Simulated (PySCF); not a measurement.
CH9ClO2Si3.
Geometry (GFN2-xTB, Å), atoms numbered from 1 in this order:
```xyz
16
CH9ClO2Si3 angstrom
O     -0.6538   -1.3864    1.1643
Si    -1.1327   -0.4748   -0.0889
C     -2.8315    0.3168    0.2686
Cl    -4.0135   -0.9735    0.6201
O     -0.0666    0.7114   -0.2484
Si     1.4088    1.3486    0.0805
Si     2.9397   -0.3388    0.3988
H     -1.2484   -2.0225    1.5548
H     -1.1602   -1.2314   -1.3331
H     -2.8260    0.9736    1.1362
H     -3.2268    0.8714   -0.5775
H      1.6069    2.1968   -1.1012
H      1.1759    2.2308    1.2329
H      4.2187    0.2150    0.8670
H      3.2554   -1.0760   -0.8336
H      2.5465   -1.3521    1.3831
```

Computed at PBE0/pcSseg-1 (PySCF, non-relativistic), with Q(17O) = −0.0256 b, Q(35Cl) = −0.0817 b: O1, 17O (I = 5/2): χzz = -8.858 MHz, η = 0.535; Cl4, 35Cl (I = 3/2): χzz = -75.67 MHz, η = 0.042; O5, 17O (I = 5/2): χzz = -6.354 MHz, η = 0.218.

**Question.** Find the zero-field quadrupole resonance frequencies of 17O at O1.

**Answer.** From the eigenvalues of H = χ/[4I(2I − 1)] × [3Iz² − I(I + 1) + η(Ix² − Iy²)], steps between neighbouring levels, labelled as for η = 0: ±1/2↔±3/2 1.691 MHz, ±3/2↔±5/2 2.530 MHz (silanol oxygen).

**Question.** Where would the pure quadrupole (NQR) lines of 35Cl at Cl4 fall for the rigid, isolated species?

**Answer.** From ν = (|χ|/2)√(1 + η²/3): ν = 37.84 MHz (alkyl chlorine). For 37Cl the ratio of quadrupole moments, 0.7881, gives 29.83 MHz.

**Question.** Find the zero-field quadrupole resonance frequencies of 17O at O5.

**Answer.** From the eigenvalues of H = χ/[4I(2I − 1)] × [3Iz² − I(I + 1) + η(Ix² − Iy²)], steps between neighbouring levels, labelled as for η = 0: ±1/2↔±3/2 1.001 MHz, ±3/2↔±5/2 1.888 MHz (siloxane oxygen).

**Question.** Apply the simplest Townes–Dailey estimate (no s hybridisation, no π bonding), ionic character = 1 − χzz/χ0, where χ0 is the coupling for one missing p electron along the bond: −109.74 MHz for 35Cl.

**Answer.** Cl4 on C3: 1 − (-75.67)/(-109.74) = 0.31. In this model a purely covalent bond gives χ0 and a free halide ion gives zero; s hybridisation or π bonding, where present, is counted here as ionic character.

In a crystal, neighbours and librations shift these lines. GFN2-xTB bond lengths can be off by several hundredths of an ångström, more for odd bonds, and the gradients follow them. A larger basis could move these couplings by a tenth or more.

These values come from a run that also computed NMR shieldings. Time: 60 s; peak memory 0.79 GiB. Hardware: one thread, Arm Neoverse N1 (aarch64), shared host.

One conformer stands for the species.
